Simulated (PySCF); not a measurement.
B3LYP has the VWN-RPA correlation part, as in Gaussian. 

## C$_{2}$H$_{3}$B, SMILES `BC#C` (charge 0, multiplicity 1)

Method: B3LYP-D3(BJ)/def2-TZVP (PySCF 2.14.0).

The HOMO is -7.87 eV and the dipole moment is 1.00 D. The HOMO–LUMO gap comes out as 5.27 eV. The LUMO comes out as -2.59 eV and the total energy is -102.8308 Ha. The cost comes out as roughly 10 core-seconds.

```xyz
6

B     -1.1232     0.1461    -0.3460
C      0.3642    -0.0477    -0.3541
C      1.5637    -0.2034    -0.3631
H     -1.8153    -0.5483    -1.0195
H     -1.6079     0.9939     0.3331
H      2.6185    -0.3406    -0.3714
```
Charge 0, spin multiplicity 1.
